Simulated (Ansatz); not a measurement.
Energy needed to pull apart AlHICl (SMILES [Cl][AlH][I]), closed shell, into free ground-state atoms, from the structure below (displaced at random from its PBE0-D4/def2-TZVP minimum); no zero-point or spin–orbit terms; open-shell atoms are treated unrestricted, in their ground-state multiplicity.

| atom | x (Å) | y (Å) | z (Å) |
| --- | --- | --- | --- |
| Cl1 | -1.9001 | 0.0229 | -0.5888 |
| Al2 | 0.0481 | 0.1610 | -0.0341 |
| I3 | 1.3204 | -1.9977 | 0.6633 |
| H4 | 0.7483 | 1.6350 | -0.0908 |

Program: Ansatz 0.2.0. Basis: def2-TZVPP. Cores are frozen in the correlated methods. Filled d shells of the heavier atoms are correlated. Core potentials replace the inner electrons of the atoms past krypton. The def2 sets are not built for correlating such inner shells, so the correlated values are less sure here.

| method | atomization energy (eV) |
| --- | --- |
| PBE-D4 | 10.64 |
| r2SCAN-D4 | ? |
| PBE0-D4 | ? |
| wB97M-V | 10.63 |
| HF | 8.24 |
| MP2 | 10.77 |
| CCSD | 10.19 |
| CCSD(T) | 10.39 |

(1) What does PBE0-D4 give? (To be estimated.)

(2) What does r2SCAN-D4 give? (Judge from chemistry; the value comes from the calculation.)

No T1 diagnostic of these runs exceeds 0.009.

Results:

(1) The calculation gives: 10.59 eV, which is about 0.20 eV more than CCSD(T)/def2-TZVPP.

(2) Computed: 10.82 eV, which is about 0.43 eV more than CCSD(T)/def2-TZVPP.

In triple zeta the MP2 and coupled-cluster atomization energies are still short of their basis limit by a few kcal/mol a bond, whereas those of the functionals are nearly converged, so these differences are not deviations from converged CCSD(T).

For scale, one of the runs: CCSD(T)/def2-TZVPP forces, 148 basis functions (an equivalent command: `ansatz run in.yaml --threads 2`). The run took 4.1 min on 2 CPU threads (shared host), with 1.6 GiB of host memory at its peak.
